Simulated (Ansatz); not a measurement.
Consider the formal exchange of groups at the Si–O bond: `O[Si](F)(F)F` + `N=C(O)CS` → `F[Si](F)(F)CS` + `N=C(O)O`.

Program: Ansatz. Geometries: PBE0-D4/def2-TZVP. ΔE: electronic, gas phase. CCSD(T)/CBS adds triple-zeta CCSD(T) − MP2 to the extrapolated MP2 energy (def2 sets, frozen cores). DFT in def2-TZVPP. Each species was taken in one conformer, which may not be the lowest.

```
         level  ΔE (eV)
       ωB97X-V     1.23
        r2SCAN     1.23
 HF/def2-TZVPP     1.32
MP2/def2-TZVPP     1.40
 HF/def2-QZVPP     1.34
MP2/def2-QZVPP     1.42
  HF/CBS(def2)     1.34
 MP2/CBS(def2)     1.43
```

**Question.** What does CCSD(T)/CBS give? (Estimate.)

**Answer.** Ansatz gave: +1.38 eV. The listed levels differ from it by -0.15, -0.15, -0.06, 0.02, -0.04, 0.04, -0.04, 0.05 eV.

Largest T1 diagnostic among the species: 0.013.

From PBE to PBE0 (25 % exact exchange), in def2-TZVPP and without D4, ΔE moves by +0.05 eV.
